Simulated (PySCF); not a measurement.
BH5O4Ti, SMILES B[O][Ti]([OH])([OH])[OH], multiplicity 1. Atoms are numbered in the order given.

```xyz
11

O      1.3425     0.7458     0.0693
Ti    -0.3165    -0.0369    -0.0270
O     -0.1030    -1.8048    -0.0930
H     -0.1647    -2.5123     0.5598
O     -1.1535     0.5113    -1.5058
H     -1.3984     0.0434    -2.3133
O     -1.2394     0.4044     1.4372
H     -2.0539     0.9105     1.5459
B      2.6607     0.5287     0.2030
H      3.4153     1.4829     0.2245
H      3.0880    -0.6093     0.3008
```
Charge 0, spin multiplicity 1.

Coordinates come from a r2SCAN-D4/def2-SVP optimisation. The spin state was assumed, not searched. One conformer was computed; it need not be the lowest.

The numbers are results of PBE/pcSseg-1 in PySCF, not measurements.

GIAO shieldings, no solvent; atoms listed in one row are averaged. δ = σ(ref) − σ: ¹⁷O against H2O (σ = 334.3 ppm); ¹H against TMS (σ = 31.49 ppm); ¹¹B against BF3 (σ = 83.9 ppm), references at their B3LYP-D3(BJ)/def2-TZVP geometries, non-relativistic.

```json
[
 {"nucleus": "¹⁷O", "atoms": "O1", "count": "1", "δ (ppm)": "479.8"},
 {"nucleus": "¹⁷O", "atoms": "O7", "count": "1", "δ (ppm)": "355.3"},
 {"nucleus": "¹⁷O", "atoms": "O5", "count": "1", "δ (ppm)": "355.2"},
 {"nucleus": "¹⁷O", "atoms": "O3", "count": "1", "δ (ppm)": "342.4"},
 {"nucleus": "¹H", "atoms": "H8", "count": "1", "δ (ppm)": "8.23"},
 {"nucleus": "¹H", "atoms": "H6", "count": "1", "δ (ppm)": "8.18"},
 {"nucleus": "¹H", "atoms": "H4", "count": "1", "δ (ppm)": "7.60"},
 {"nucleus": "¹H", "atoms": "H11", "count": "1", "δ (ppm)": "6.17"},
 {"nucleus": "¹H", "atoms": "H10", "count": "1", "δ (ppm)": "5.89"},
 {"nucleus": "¹¹B", "atoms": "B9", "count": "1", "δ (ppm)": "38.9"}
]
```
